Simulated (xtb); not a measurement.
C₄H₄ClF, SMILES C=C(Cl)/C=C\F. All values are semi-empirical tight-binding results from xtb (GFN2-xTB unless named), good for trends rather than for accurate numbers. Geometry: GFN2-xTB. The structure was generated by enumeration; whether it is a known compound was not checked. Other conformers were not sampled.

Optimised geometry:

```xyz
10

C     -2.1245     0.3481     0.6677
C     -0.8633     0.1640     0.2811
Cl    -0.3871    -1.3647    -0.3826
C      0.1472     1.1984     0.3909
C      1.4303     1.1607     0.0443
F      2.0496     0.1102    -0.4941
H     -2.8622    -0.4280     0.5800
H     -2.4420     1.2882     1.0823
H     -0.2063     2.1263     0.8158
H      2.1063     1.9953     0.1689
```

* **point group as xtb finds it**: Cs
* **orbital gap**: 3.36 eV
* **dipole moment**: 2.98 D
* **zero-point energy**: 41.6 kcal/mol
* **G − E(el) at 298.15 K (modified RRHO)**: 22.2 kcal/mol
* **static polarisability (D4 model)**: 63.1 bohr³
* **solvation energy, GFN2-xTB/ALPB(water)**: -3.7 kcal/mol
* **solvation energy, GFN2-xTB/ALPB(dmf)**: -6.3 kcal/mol

**Question.** Give the atomic charges and the Wiberg bond orders between heavy atoms. (Estimate from the structure and the level; the computed values follow.)

**Answer.** charges (e) C1 -0.11, C2 0.11, Cl3 -0.16, C4 -0.06, C5 0.13, F6 -0.19, H7 0.07, H8 0.06, H9 0.07, H10 0.06. Bond orders C1–C2 1.81, C2–Cl3 0.98, C2–C4 1.11, C4–C5 1.80, C5–F6 1.00.
